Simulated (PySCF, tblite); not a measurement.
Parent: `[CH3:1][c:2]1[cH:3][p:4][cH:5][s:6]1`, C4H5PS.

The geometries are computed with GFN2-xTB (gas phase). One conformer each, not checked by frequencies here.

| coordinate of the parent | value |
| --- | --- |
| C1–C2 | 1.491 Å |
| C2–C3 | 1.354 Å |
| C3–P4 | 1.767 Å |
| P4–C5 | 1.702 Å |
| C5–S6 | 1.714 Å |
| C2–S6 | 1.732 Å |
| C1–C2–C3 | 126.5° |
| C1–C2–S6 | 118.2° |
| C3–C2–S6 | 115.3° |
| C2–C3–P4 | 118.5° |
| C3–P4–C5 | 92.6° |
| P4–C5–S6 | 118.6° |
| C2–S6–C5 | 95.1° |

Question: How does the shared frame change in `[CH3:1][c:2]1[cH:3][p:4][c:5]([CH:6]=[O:7])[s:8]1` with P4–C5–C6–O7 180°, C5H5OPS? Atoms pair as C1 = C1, C2 = C2, C3 = C3, P4 = P4, C5 = C5, S6 = S8 (parent first).

Answer: 
| parent | relative | value in the relative | change |
| --- | --- | --- | --- |
| C1–C2 | C1–C2 | 1.489 Å | -0.002 |
| C2–C3 | C2–C3 | 1.363 Å | +0.009 |
| C3–P4 | C3–P4 | 1.754 Å | -0.013 |
| P4–C5 | P4–C5 | 1.730 Å | +0.028 |
| C5–S6 | C5–S8 | 1.739 Å | +0.025 |
| C2–S6 | C2–S8 | 1.723 Å | -0.009 |
| C1–C2–C3 | C1–C2–C3 | 125.4° | -1.1 |
| C1–C2–S6 | C1–C2–S8 | 118.2° | 0.0 |
| C3–C2–S6 | C3–C2–S8 | 116.3° | +1.0 |
| C2–C3–P4 | C2–C3–P4 | 118.6° | +0.1 |
| C3–P4–C5 | C3–P4–C5 | 92.8° | +0.2 |
| P4–C5–S6 | P4–C5–S8 | 117.5° | -1.1 |
| C2–S6–C5 | C2–S8–C5 | 94.8° | -0.3 |

Of the parent's bonds, P4–C5 changes most (+0.028 Å). Bonds of the relative outside the shared frame: C5–C6 1.438, C6=O7 1.209 Å. Point group Cs → Cs.

Question: How does the shared frame change in `[CH3:1][Si:2]([CH3:3])([CH3:4])[c:5]1[cH:6][p:7][cH:8][s:9]1`, C6H11PSSi? Atoms pair as C2 = C5, C3 = C6, P4 = P7, C5 = C8, S6 = S9 (parent first).

Answer: 
| parent | relative | value in the relative | change |
| --- | --- | --- | --- |
| C2–C3 | C5–C6 | 1.358 Å | +0.004 |
| C3–P4 | C6–P7 | 1.766 Å | -0.001 |
| P4–C5 | P7–C8 | 1.704 Å | +0.002 |
| C5–S6 | C8–S9 | 1.713 Å | -0.001 |
| C2–S6 | C5–S9 | 1.728 Å | -0.004 |
| C3–C2–S6 | C6–C5–S9 | 114.5° | -0.8 |
| C2–C3–P4 | C5–C6–P7 | 119.1° | +0.6 |
| C3–P4–C5 | C6–P7–C8 | 92.4° | -0.2 |
| P4–C5–S6 | P7–C8–S9 | 118.3° | -0.3 |
| C2–S6–C5 | C5–S9–C8 | 95.6° | +0.5 |

Of the parent's bonds, C2–C3 and C2–S6 change most and about equally (-0.004 to +0.004 Å). Bonds of the relative outside the shared frame: C1–Si2 1.903, Si2–C3 1.906, Si2–C4 1.907, Si2–C5 1.896 Å. Point group Cs → C1.
